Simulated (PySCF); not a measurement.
## Molecular orbitals of CoF

PBE0 at R = 1.752 Å; basis Co def2-TZVPP, F def2-TZVPP; no relativity; PySCF 2.14. State: ³Δ (triplet), unpaired electrons σ ↑, δ ↑, a second solution, started from another occupation. Only the outer orbitals are listed, counted within each symmetry.

```tsv
spin	orbital	occ.	ε (eV)	on Co (%)	main shells (%)
α	8σ	1	-10.58	29	69 F p, 26 Co d
α	3π	1	-9.60	24	76 F p, 22 Co d
α	3π	1	-9.60	24	76 F p, 22 Co d
α	1δ	1	-8.43	100	100 Co d
α	1δ	1	-7.26	100	100 Co d
α	9σ	1	-6.97	84	60 Co d, 23 Co s, 16 F p
α	4π	1	-6.66	80	78 Co d, 20 F p
α	4π	1	-6.66	80	78 Co d, 20 F p
α	10σ	0	-2.62	93	63 Co s, 20 Co p, 10 Co d
α	5π	0	0.82	99	94 Co p
α	5π	0	0.82	99	94 Co p
β	8σ	1	-10.20	11	87 F p
β	3π	1	-9.48	15	85 F p, 13 Co d
β	3π	1	-9.48	15	85 F p, 13 Co d
β	1δ	1	-6.18	100	100 Co d
β	4π	1	-5.69	89	87 Co d, 11 F p
β	4π	1	-5.69	89	87 Co d, 11 F p
β	9σ	0	-2.64	99	83 Co s, 13 Co p
β	10σ	0	0.01	96	75 Co d, 21 Co p
β	1δ	0	0.03	100	100 Co d
```

Which are the highest filled and the lowest empty level, where do they sit, and how wide is the gap?

Highest filled β 4π at -5.69 eV (in %: 87 Co d, 11 F p); lowest empty β 9σ at -2.64 eV (in %: 83 Co s, 13 Co p); the gap at PBE0 is 3.05 eV.

The bond order (Mayer) is 0.78, the ⟨S²⟩ is 2.009 and the charge on Co (Mulliken, basis-dependent) is 0.55. The charge on Co (Löwdin, basis-dependent) is 0.31 and the dipole moment (positive dipole means Co(−)F(+)) is -4.84 D.
